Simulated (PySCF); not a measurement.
B(Cl)(NCO)(OMe) (C2H3BClNO2), SMILES COB(Cl)N=C=O.

The structure is a stationary point at r2SCAN-D4/def2-SVP. This is a generated structure with no PubChem entry under its InChIKey; it may be hypothetical. The values are those of a single conformer.

Two levels are set side by side: TDDFT-PBE/def2-SVPD (PySCF) and TDDFT-B3LYP/def2-SVPD (PySCF). Vertical, same geometry. The lowest singlet is HOMO→LUMO 100 % with PBE and HOMO→LUMO 95 % with the other functional; states are paired by order. Differences are taken from unrounded values.

```json
[
 {"quantity": "lowest singlet excitation (eV)", "TDDFT-B3LYP": "6.20", "TDDFT-PBE": "5.71", "TDDFT-PBE minus TDDFT-B3LYP": "-0.49"},
 {"quantity": "lowest triplet excitation (TDA) (eV)", "TDDFT-B3LYP": "5.96", "TDDFT-PBE": "5.55", "TDDFT-PBE minus TDDFT-B3LYP": "-0.41"},
 {"quantity": "first bright state (f over 0.05) (eV)", "TDDFT-B3LYP": "6.86", "TDDFT-PBE": "6.38", "TDDFT-PBE minus TDDFT-B3LYP": "-0.48"},
 {"quantity": "its oscillator strength", "TDDFT-B3LYP": "0.07", "TDDFT-PBE": "0.10", "TDDFT-PBE minus TDDFT-B3LYP": "0.03"}
]
```

Functionals without exact exchange tend to place singlet excitations lower, as here. Differences between two approximate levels are no errors against the true value.

Rough cost on one machine, each run with all the roots and properties that it gave: TDDFT-B3LYP against TDDFT-PBE about 4 times.
